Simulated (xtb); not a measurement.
CH$_{3}$Cl$_{3}$Si, triplet, at the geometry of the source list (a higher spin typed on purpose: for a closed-shell molecule this is an excited state); GFN2-xTB (xtb).

The xtb input:
```
$ xtb mol.xyz --gfn 2 --uhf 2 --etemp 10000 --json

# file mol.xyz
8

C     -1.04170000    -0.20300000     0.03620000
Si     0.82190000     0.16020000    -0.02860000
Cl     1.70540000    -1.00140000    -1.42920000
Cl     1.13270000     2.10330000    -0.49670000
Cl     1.66510000    -0.22430000     1.76940000
H     -1.23160000    -1.24300000     0.28650000
H     -1.53670000     0.41110000     0.78330000
H     -1.51520000    -0.00290000    -0.92090000
```

Question: Predict the main parts of the log of this xtb run.

Answer: 
```
   ID    Z sym.   atoms
    1    6 C      1
    2   14 Si     2
    3   17 Cl     3-5
    4    1 H      6-8

           -------------------------------------------------
          |                Calculation Setup                |
           -------------------------------------------------

           -------------------------------------------------
          |                 G F N 2 - x T B                 |
           -------------------------------------------------

          ...................................................
          :                      SETUP                      :
          :.................................................:
          :  # basis functions                  47          :
          :  # atomic orbitals                  43          :
          :  # shells                           17          :
          :  # electrons                        32          :
          :  max. iterations                   250          :
          :  Hamiltonian                  GFN2-xTB          :
          :  restarted?                      false          :
          :  GBSA solvation                  false          :
          :  PC potential                    false          :
          :  electronic temp.        10000.0000000     K    :
          :  accuracy                    1.0000000          :
          :  -> integral cutoff          0.2500000E+02      :
          :  -> integral neglect         0.1000000E-07      :
          :  -> SCF convergence          0.1000000E-05 Eh   :
          :  -> wf. convergence          0.1000000E-03 e    :
          :  Broyden damping             0.4000000          :
          :  net charge                          0          :
          :  unpaired electrons                  2          :
          ...................................................

 iter      E             dE          RMSdq      gap      omega  full diag
   1    -19.0943308 -0.190943E+02  0.409E+00    0.00       0.0  T
   2    -19.1227041 -0.283732E-01  0.238E+00    0.00       1.0  T
   3    -19.1222244  0.479610E-03  0.138E+00    0.00       1.0  T
   4    -19.1329058 -0.106814E-01  0.508E-01    0.00       1.0  T
   5    -19.1344534 -0.154752E-02  0.250E-01    0.00       1.0  T
   6    -19.1342920  0.161321E-03  0.206E-01    0.00       1.0  T
   7    -19.1345265 -0.234514E-03  0.116E-01    0.00       1.0  T
   8    -19.1345438 -0.172926E-04  0.604E-02    0.00       1.0  T
   9    -19.1345432  0.638877E-06  0.268E-02    0.00       1.3  T
  10    -19.1345483 -0.508690E-05  0.450E-03    0.00       7.9  T
  11    -19.1345483  0.601455E-08  0.143E-03    0.00      24.8  T
  12    -19.1345483 -0.161861E-07  0.498E-04    0.00      71.0  T
  13    -19.1345483  0.230633E-08  0.648E-04    0.00      54.5  T

   *** convergence criteria satisfied after 13 iterations ***

 transition dipole moment (au) for excitation:          16          17
     X       Y       Z
  -0.0284   0.0391  -0.6022  total (au/Debye):    0.604   1.536
 dE (eV)             :    7.407
 oscillator strength :  0.93668E-01

         :::::::::::::::::::::::::::::::::::::::::::::::::::::
         ::                     SUMMARY                     ::
         :::::::::::::::::::::::::::::::::::::::::::::::::::::
         :: total energy             -19.050669999306 Eh    ::
         :: gradient norm              0.081793701208 Eh/a0 ::
         :: HOMO-LUMO gap              0.000266363155 eV    ::
         ::.................................................::
         :: SCC energy               -19.134539985698 Eh    ::
         :: -> isotropic ES            0.015426246047 Eh    ::
         :: -> anisotropic ES          0.001353163653 Eh    ::
         :: -> anisotropic XC          0.000377275677 Eh    ::
         :: -> dispersion             -0.007520885885 Eh    ::
         :: repulsion energy           0.083869986392 Eh    ::
         :: add. restraining           0.000000000000 Eh    ::
[...]
        12        1.8987           -0.4584592             -12.4753
        13        1.8714           -0.4499282             -12.2432
        14        1.8714           -0.4499268             -12.2431
        15        1.8633           -0.4476883             -12.1822
        16        1.8092           -0.4350852             -11.8393
        17        0.3229           -0.1628814              -4.4322 (HOMO)
        18        0.3229           -0.1628716              -4.4320 (LUMO)
        19        0.2526           -0.1519923              -4.1359
        20        0.0593           -0.0988208              -2.6891
        21        0.0062           -0.0253819              -0.6907
        22        0.0062           -0.0253811              -0.6907
        23        0.0034           -0.0068576              -0.1866
        24        0.0034           -0.0068568              -0.1866
        25        0.0031           -0.0040550              -0.1103
        26        0.0031           -0.0036810              -0.1002
        27        0.0031           -0.0033969              -0.0924
        28        0.0031           -0.0033953              -0.0924
       ...           ...                  ...                  ...
        43                          0.7712495              20.9868
      -------------------------------------------------------------
                  HL-Gap            0.0000098 Eh            0.0003 eV
             Fermi-level           -0.2878493 Eh           -7.8328 eV

     #   Z          covCN         q      C6AA      α(0)
     1   6 C        3.650    -0.176    24.311     7.083
     2  14 Si       3.287     0.392   125.735    22.869
     3  17 Cl       0.813    -0.135   103.263    15.545
     4  17 Cl       0.813    -0.135   103.263    15.545
     5  17 Cl       0.813    -0.135   103.264    15.545
     6   1 H        0.925     0.063     2.165     2.301
     7   1 H        0.925     0.063     2.165     2.301
     8   1 H        0.925     0.063     2.165     2.301

 Mol. C6AA /au·bohr⁶  :       2570.856343
 Mol. C8AA /au·bohr⁸  :     109566.748556
 Mol. α(0) /au        :         83.490989

Wiberg/Mayer (AO) data.
largest (>0.10) Wiberg bond orders for each atom

 ---------------------------------------------------------------------------
     #   Z sym  total        # sym  WBO       # sym  WBO       # sym  WBO
 ---------------------------------------------------------------------------
     1   6 C    3.765 --     8 H    0.963     7 H    0.963     6 H    0.963
                             2 Si   0.756
     2  14 Si   3.242 --     4 Cl   0.828     3 Cl   0.828     5 Cl   0.828
                             1 C    0.756
     3  17 Cl   0.945 --     2 Si   0.828
     4  17 Cl   0.945 --     2 Si   0.828
     5  17 Cl   0.945 --     2 Si   0.828
     6   1 H    0.966 --     1 C    0.963
     7   1 H    0.966 --     1 C    0.963
     8   1 H    0.966 --     1 C    0.963
 ---------------------------------------------------------------------------

Topologies differ in total number of bonds
Writing topology from bond orders to xtbtopo.mol

molecular dipole:
                 x           y           z       tot (Debye)
 q only:       -0.701      -0.137       0.024
   full:       -0.785      -0.153       0.027       2.035
molecular quadrupole (traceless):
                xx          xy          yy          xz          yz          zz
 q only:        0.549       0.164      -0.259      -0.029      -0.006      -0.290
  q+dip:        1.994       0.595      -0.941      -0.106      -0.021      -1.053
   full:        2.053       0.612      -0.969      -0.109      -0.021      -1.084

           -------------------------------------------------
          | TOTAL ENERGY              -19.050669999306 Eh   |
          | GRADIENT NORM               0.081793701208 Eh/α |
          | HOMO-LUMO GAP               0.000266363155 eV   |
           -------------------------------------------------

normal termination of xtb
```
